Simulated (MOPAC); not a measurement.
Job for MOPAC: PM6 on CH5FGe (SMILES [CH3][GeH2][F]), a point of a torsion scan.

```
PM6 1SCF PRECISE CHARGE=0 THREADS=1
CH5FGe

C      1.06824110 1     0.07964888 1    -0.06677464 1
Ge    -0.89575468 1    -0.02318909 1    -0.00731957 1
F     -1.24878965 1    -1.16555940 1     1.27378525 1
H      1.46507186 1    -0.53337398 1    -0.87213625 1
H      1.47037140 1    -0.28032780 1     0.87672553 1
H      1.40272328 1     1.10179348 1    -0.22037762 1
H     -1.62351959 1     1.19981560 1     0.48145476 1
H     -1.59389197 1    -0.65279021 1    -1.18163104 1
```

It printed:

```
*******************************************************************************
 **                                                                           **
 **                              MOPAC v23.2.5                                **
 **                                                                           **
 *******************************************************************************
 ** MOPAC's Digital Object Identifier: https://doi.org/10.5281/zenodo.6511958 **
 **                                                                           **
 ** Please cite the open-source release paper for use of this MOPAC version:  **
 ** J. E. Moussa and J. J. P. Stewart (2026)                                  **
 ** MOPAC: An open-source semiempirical molecular orbital program             **
 ** J. Open Source Softw., 11(119), 8025, https://doi.org/10.21105/joss.08025 **
 *******************************************************************************

                              PM6 CALCULATION RESULTS

 *******************************************************************************
 *  PM6        - The PM6 Hamiltonian to be used
 *
 *
 *
 *                 CHARGE ON SYSTEM = 0
 *
 *
 *
 *  PRECISE    - TIGHTER CRITERIA TO BE USED
 *  1SCF       - DO 1 SCF AND THEN STOP
 *  THREADS=1  - MULTI-THREADING NOT USED
 *  T=         - A TIME OF 172800.0 SECONDS REQUESTED
 *  DUMP=N     - RESTART FILE WRITTEN EVERY 7200.0 SECONDS REQUESTED
 *******************************************************************************
PM6 1SCF PRECISE CHARGE=0 THREADS=1
 CH5FGe

   ATOM   CHEMICAL          X               Y               Z
  NUMBER   SYMBOL      (ANGSTROMS)     (ANGSTROMS)     (ANGSTROMS)

     1       C          1.06824110  *   0.07964888  *  -0.06677464  *
     2      Ge         -0.89575468  *  -0.02318909  *  -0.00731957  *
     3       F         -1.24878965  *  -1.16555940  *   1.27378525  *
     4       H          1.46507186  *  -0.53337398  *  -0.87213625  *
     5       H          1.47037140  *  -0.28032780  *   0.87672553  *
     6       H          1.40272328  *   1.10179348  *  -0.22037762  *
     7       H         -1.62351959  *   1.19981560  *   0.48145476  *
     8       H         -1.59389197  *  -0.65279021  *  -1.18163104  *



          CARTESIAN COORDINATES

    NO.       ATOM           X           Y           Z

     1         C          1.0682      0.0796     -0.0668
     2        Ge         -0.8958     -0.0232     -0.0073
     3         F         -1.2488     -1.1656      1.2738
     4         H          1.4651     -0.5334     -0.8721
     5         H          1.4704     -0.2803      0.8767
     6         H          1.4027      1.1018     -0.2204
     7         H         -1.6235      1.1998      0.4815
     8         H         -1.5939     -0.6528     -1.1816

 General Reference for PM6:
 "Optimization of Parameters for Semiempirical Methods V: Modification of NDDO Approximations
 and Application to 70 Elements", J. J. P. Stewart, J. Mol. Mod., 13, 1173-1213 (2007)
 URL: https://link.springer.com/article/10.1007/s00894-007-0233-4

           Empirical Formula: C H5 Ge F  =     8 atoms



      MOLECULAR POINT GROUP   :   C1


      RHF CALCULATION, NO. OF DOUBLY OCCUPIED LEVELS = 10


 -------------------------------------------------------------------------------
 PM6 1SCF PRECISE CHARGE=0 THREADS=1
 CH5FGe



     1SCF WAS SPECIFIED, SO BFGS WAS NOT USED
     SCF FIELD WAS ACHIEVED


                              PM6 CALCULATION
                                                       MOPAC v23.2.5 Linux




          FINAL HEAT OF FORMATION =        -62.68275 KCAL/MOL =    -262.26461 KJ/MOL


          COSMO AREA              =        103.64 SQUARE ANGSTROMS
          COSMO VOLUME            =         90.93 CUBIC ANGSTROMS

          IONIZATION POTENTIAL    =         11.282185 EV
          HOMO LUMO ENERGIES (EV) =        -11.282  0.795
          NO. OF FILLED LEVELS    =         10
          MOLECULAR WEIGHT        =        108.6389         POINT GROUP:  C1

          MOLECULAR DIMENSIONS (Angstroms)

            Atom       Atom       Distance
            H     6    F     3     3.79525
            H     4    H     7     3.41110
            H     5    H     8     3.21302


          SCF CALCULATIONS        =          1





   ATOM   CHEMICAL          X               Y               Z
  NUMBER   SYMBOL      (ANGSTROMS)     (ANGSTROMS)     (ANGSTROMS)

     1       C          1.06824110  *   0.07964888  *  -0.06677464  *
     2      Ge         -0.89575468  *  -0.02318909  *  -0.00731957  *
     3       F         -1.24878965  *  -1.16555940  *   1.27378525  *
     4       H          1.46507186  *  -0.53337398  *  -0.87213625  *
     5       H          1.47037140  *  -0.28032780  *   0.87672553  *
     6       H          1.40272328  *   1.10179348  *  -0.22037762  *
     7       H         -1.62351959  *   1.19981560  *   0.48145476  *
     8       H         -1.59389197  *  -0.65279021  *  -1.18163104  *

                             CARTESIAN COORDINATES

   1    C        1.068241100     0.079648880    -0.066774640
   2   Ge       -0.895754680    -0.023189090    -0.007319570
   3    F       -1.248789650    -1.165559400     1.273785250
   4    H        1.465071860    -0.533373980    -0.872136250
   5    H        1.470371400    -0.280327800     0.876725530
   6    H        1.402723280     1.101793480    -0.220377620
   7    H       -1.623519590     1.199815600     0.481454760
   8    H       -1.593891970    -0.652790210    -1.181631040


           Empirical Formula: C H5 Ge F  =     8 atoms



      MOLECULAR POINT GROUP   :   C1


                  EIGENVALUES
 -38.07173 -24.67892 -18.61556 -14.89486 -14.59312 -14.12795 -13.98031 -12.66905
 -11.40151 -11.28219   0.79509   1.54367   2.74685   2.98513   5.67407   5.78636
   6.82386


              NET ATOMIC CHARGES AND DIPOLE CONTRIBUTIONS

  ATOM NO.   TYPE          CHARGE      No. of ELECS.   s-Pop       p-Pop
    1          C          -0.670385        4.6704     1.09422     3.57617
    2         Ge           0.568113        3.4319     1.17645     2.25544
    3          F          -0.460815        7.4608     1.96381     5.49701
    4          H           0.174696        0.8253     0.82530
    5          H           0.188631        0.8114     0.81137
    6          H           0.170581        0.8294     0.82942
    7          H           0.014280        0.9857     0.98572
    8          H           0.014900        0.9851     0.98510
 DIPOLE           X         Y         Z       TOTAL
 POINT-CHG.     0.365     2.497    -2.794     3.765
 HYBRID         0.269    -0.307     0.351     0.538
 SUM            0.634     2.190    -2.443     3.342


          ATOMIC ORBITAL ELECTRON POPULATIONS

     Atom    s        px        py        pz
    1  C   1.09422   1.16905   1.19653   1.21059
    2 Ge   1.17645   0.78712   0.75555   0.71277
    3  F   1.96381   1.96004   1.79437   1.74259
    4  H   0.82530
    5  H   0.81137
    6  H   0.82942
    7  H   0.98572
    8  H   0.98510

 **********************
 *                    *
 * JOB ENDED NORMALLY *
 *                    *
 **********************




 == MOPAC DONE ==
```

The run finished.

Cost: around 0.04 core-seconds (rough).
